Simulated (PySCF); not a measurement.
Work out the structure from these simulated measurements.

Elements present: B, C, F and H. Monoisotopic mass: 140.0609 u.

| Quantity | Value |
| --- | --- |
| 1H NMR | chemical shifts (computed TMS as zero) by class: 8.64 (1 H), 8.48 (1 H), 8.23 (1 H), 7.73 (1 H), 7.70 (1 H), 6.98 (1 H), 6.53 (1 H) ppm [GIAO PBE0/pcSseg-1] |
| NMR, other nuclei | isotropic shieldings of nuclei other than C and H, by class: 55 (1 B), 310 (2 F) ppm [GIAO PBE0/pcSseg-1] |
| Rotational structure | rotational constants A, B, C: 2.670, 0.871, 0.690 GHz [PBE0-D3(BJ)/def2-SVP] |
| 13C NMR | chemical shifts (computed TMS as zero) by class: 166.8 (1 C), 163.8 (1 C), 156.1 (1 C), 149.9 (1 C), 145.1 (1 C), 142.7 (1 C), 120.1 (1 C) ppm [GIAO PBE0/pcSseg-1] |
| UV, first state | lowest singlet excitation: 4.60 eV (269 nm, f = 0.164) [TDDFT CAM-B3LYP/def2-SVPD] |
| UV, strongest line | among the 10 lowest singlet transitions: S7 at 6.17 eV (201 nm, f = 0.612) [TDDFT CAM-B3LYP/def2-SVPD] |

Electronic properties: PySCF, gas phase, density fitting. Levels stand in brackets. Geometry: PBE0-D3(BJ)/def2-SVP, one conformer, isolated molecule. NMR values are class means; diastereotopic atoms form classes of their own.

Task: Which formula fits the mass and the elements?

Result: C7H7BF2 (calculated 140.0609). No other formula that holds each of these elements comes within 0.0003 u with a fitting electron parity and a possible valence count.

Task: Give a SMILES that accounts for the data.

Result: Numbering: `[F:1][CH:2]([F:3])[C:4]1=[CH:5][CH:6]=[CH:7][CH:8]=[CH:9][BH:10]1`. 7 carbons fall into 7 classes; from least to most shielded: unsaturated ring carbon [C4] (166.8 ppm), unsaturated ring CH carbon [C9] (163.8 ppm), unsaturated ring CH carbon [C8] (156.1 ppm), unsaturated ring CH carbon [C5] (149.9 ppm), unsaturated ring CH carbon [C7] (145.1 ppm), unsaturated ring CH carbon [C6] (142.7 ppm), CHF2 carbon [C2] (120.1 ppm). Hydrogen classes from least to most shielded: 1 H on an unsaturated ring CH carbon, C9 (8.64 ppm), 1 H on an unsaturated ring CH carbon, C5 (8.48 ppm), 1 H on an unsaturated ring CH carbon, C8 (8.23 ppm), 1 H on an unsaturated ring CH carbon, C6 (7.73 ppm), 1 H on an unsaturated ring CH carbon, C7 (7.70 ppm), 1 H on a CHF2 carbon, C2 (6.98 ppm), 1 H on a ring boron, B10 (6.53 ppm). The other shieldings belong to: 55 ppm, ring boron [B10]; 310 ppm, fluorine of a CF2 group [F1/F3]. S1 is mainly HOMO→LUMO (weight 0.92); the largest Löwdin shares of the orbital it empties are 0.17 on each of 2 atoms of one kind (unsaturated ring CH carbon), 0.16 on an unsaturated ring CH carbon and 0.16 on the unsaturated ring carbon, of the orbital it fills 0.17 on an unsaturated ring CH carbon, 0.17 on the unsaturated ring carbon, 0.16 on an unsaturated ring CH carbon and 0.15 on an unsaturated ring CH carbon. The optimised geometry has point group C1 and is an asymmetric top. Structure: `FC(F)C1=CC=CC=CB1`. Computed isomers that give other values at the same levels: `FC(F)C1=CC=CBC=C1` (13C chemical shifts (computed TMS as zero) by class: 167.9 (1 C), 164.1 (1 C), 155.0 (1 C), 153.9 (1 C), 149.7 (1 C), 143.8 (1 C), 120.9 (1 C) ppm); `FC(F)C1=CBC=CC=C1` (13C chemical shifts (computed TMS as zero) by class: 163.8 (1 C), 160.1 (1 C), 159.3 (1 C), 156.6 (1 C), 144.6 (1 C), 141.3 (1 C), 122.8 (1 C) ppm); `CB(C)C(F)=C=C=C=CF` (rotational constant A: 2.993 GHz; this holds for the one conformer computed). The assignments are read from this structure; whether some other isomer fits the data as well wasn't checked.

Conformer computed: `[F:1][CH:2]([F:3])[C:4]1=[CH:5][CH:6]=[CH:7][CH:8]=[CH:9][BH:10]1`: F1–C2–C4–C5 113°.
